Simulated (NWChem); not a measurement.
## Relativistic effects in Sb

```
Sb
```
Charge 0, spin multiplicity 4.

The numbers come from NWChem runs, not from measurements.

Functional B3LYP, all-electron basis x2c-SVPall-2c, contracted for the X2C Hamiltonian and used here with ZORA. The ion keeps the geometry and has multiplicity 3 in the scalar run; the spin-orbit run starts from the same electron counts.

The cost column gives rough processor time relative to scalar ZORA; each entry includes its own SCF.

B3LYP has NWChem's definition, with VWN1-RPA local correlation. The stability of the SCF solutions was not checked.

| Hamiltonian | ΔSCF ionisation energy (eV) | relative cost |
|---|---|---|
| scalar ZORA | 8.93 | 1 |
| spin-orbit ZORA | ? | under 3 |

**Question.** Fill in the missing entries.

**Answer.** 
- spin-orbit ZORA, ΔSCF ionisation energy (eV): 8.88
